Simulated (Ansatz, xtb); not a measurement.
**C5H6N2O2: 4 structures ranked**

4 gas-phase structures of C5H6N2O2, from a drawn sample of its isomers (lower ones may exist). Each was relaxed with GFN2-xTB; where two conformers were screened, the lower at r2SCAN-D4/def2-SVP is listed:

A. `COC1=N/C(=C\O)N=C1`, a singlet
B. `COc1cnc(C=O)[nH]1`, a singlet
C. `COC1=N/C(=C/O)N=C1`, a singlet
D. `COc1c[nH]c(C=O)n1`, a singlet

Question: Estimate their order in r2SCAN-D4/def2-SVP energy at these geometries, lowest first.

Answer: Calculated order at r2SCAN-D4/def2-SVP: D (0.0), B (2.7), A (11.7), C (11.8) kcal/mol. Less than 1 kcal/mol parts A and C, so the order within that pair means little.

Energies above the lowest of each column, in kcal/mol; the last columns are at PBE-D3(BJ)/def2-SVP geometries:

```
structure  GFN2-xTB  HF/STO-3G  r2SCAN-D4/def2-SVP  PBE-D3(BJ)/def2-SVP  CCSD(T)/def2-SVP + ΔMP2/def2-TZVPP
        D       0.0        1.2                 0.0                  0.0                                 0.0
        B       1.2        0.0                 2.7                  2.6                                 2.3
        A       9.7       10.4                11.7                 11.5                                 9.0
        C       9.4       10.5                11.8                 11.4                                 9.6
```

CCSD(T)/def2-SVP + ΔMP2/def2-TZVPP puts D lowest; HF/STO-3G picks B. Flexible structures stand in one conformer each, not always the lowest. The ΔMP2 step shifts differences by up to 3.1 kcal/mol, which makes them less sure. ΔMP2 is the change of the MP2 energy from the smaller to the larger basis.

Over these structures GFN2-xTB departs from r2SCAN-D4/def2-SVP by 0.8 kcal/mol on average once a common shift is removed. A GFN2-xTB relaxation took about 0.19 s and the r2SCAN-D4/def2-SVP energy about 7.8 s on a shared host (Ansatz 0.2.0, xtb 6.7.1).
